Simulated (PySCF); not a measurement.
## 7-methylindole (c12cccc(C)c1[nH]cc2, C$_{9}$H$_{9}$N)

Molfile (atoms numbered from 1):
```
C9H9N
     RDKit          3D

 19 20  0  0  0  0  0  0  0  0999 V2000
    2.2968   -1.0951    0.2437 C   0  0  0  0  0  0  0  0  0  0  0  0
    1.2400   -0.0388    0.1278 C   0  0  0  0  0  0  0  0  0  0  0  0
    1.5158    1.3225    0.1977 C   0  0  0  0  0  0  0  0  0  0  0  0
    0.5066    2.2995    0.0856 C   0  0  0  0  0  0  0  0  0  0  0  0
   -0.8194    1.9447   -0.1010 C   0  0  0  0  0  0  0  0  0  0  0  0
   -1.1471    0.5798   -0.1777 C   0  0  0  0  0  0  0  0  0  0  0  0
   -2.3682   -0.1505   -0.3591 C   0  0  0  0  0  0  0  0  0  0  0  0
   -2.0416   -1.4821   -0.3475 C   0  0  0  0  0  0  0  0  0  0  0  0
   -0.6867   -1.6219   -0.1693 N   0  0  0  0  0  0  0  0  0  0  0  0
   -0.1089   -0.3812   -0.0616 C   0  0  0  0  0  0  0  0  0  0  0  0
    3.2901   -0.6501    0.3912 H   0  0  0  0  0  0  0  0  0  0  0  0
    2.1049   -1.7694    1.0959 H   0  0  0  0  0  0  0  0  0  0  0  0
    2.3450   -1.7218   -0.6633 H   0  0  0  0  0  0  0  0  0  0  0  0
    2.5516    1.6404    0.3446 H   0  0  0  0  0  0  0  0  0  0  0  0
    0.7820    3.3549    0.1479 H   0  0  0  0  0  0  0  0  0  0  0  0
   -1.5965    2.7076   -0.1870 H   0  0  0  0  0  0  0  0  0  0  0  0
   -3.3667    0.2623   -0.4831 H   0  0  0  0  0  0  0  0  0  0  0  0
   -2.6800   -2.3571   -0.4544 H   0  0  0  0  0  0  0  0  0  0  0  0
   -0.1936   -2.5007   -0.1240 H   0  0  0  0  0  0  0  0  0  0  0  0
  1  2  1  0
  2  3  1  0
  3  4  2  0
  4  5  1  0
  5  6  2  0
  6  7  1  0
  7  8  2  0
  8  9  1  0
  9 10  1  0
 10  2  2  0
 10  6  1  0
  1 11  1  0
  1 12  1  0
  1 13  1  0
  3 14  1  0
  4 15  1  0
  5 16  1  0
  7 17  1  0
  8 18  1  0
  9 19  1  0
M  END
```

The calculation used PySCF 2.14.0, TDDFT CAM-B3LYP/aug-cc-pVDZ excited states, vertical, gas phase. Geometry: PBE0-D3(BJ)/def2-SVP.

(1) How strongly do the lowest singlets absorb one photon, and two photons of half the energy?

## Answers

(1) δ for parallel linear polarisation; σ at the peak of a Lorentzian of half width 0.1 eV, single beam; Ω is circular over linear.
| state | E (eV) | f | photon λ (nm) | δ (au) | σ (GM) | Ω | main |
| --- | --- | --- | --- | --- | --- | --- | --- |
| S1 | 4.96 | 0.053 | 500 | 19.1 | 0.17 | 1.44 | HOMO−1→LUMO+3 0.41, HOMO→LUMO+3 0.34 |
| S2 | 5.01 | 0.000 | 494 | 33.4 | 0.31 | 1.50 | HOMO→LUMO 0.90 |
| S3 | 5.04 | 0.113 | 492 | 5.4 | 0.05 | 0.64 | HOMO→LUMO+3 0.53, HOMO−1→LUMO+3 0.23 |
| S4 | 5.48 | 0.012 | 453 | 71.4 | 0.78 | 1.50 | HOMO−1→LUMO 0.80 |
| S5 | 5.55 | 0.000 | 447 | 23.8 | 0.27 | 1.50 | HOMO→LUMO+2 0.63, HOMO→LUMO+1 0.23 |
| S6 | 5.65 | 0.002 | 439 | 116 | 1.36 | 1.50 | HOMO→LUMO+1 0.55, HOMO→LUMO+2 0.20 |

Among these, the strongest one-photon state is S3, the strongest two-photon state S6, with a dipole change of 5.5 D (relaxed, norm of the difference vector).
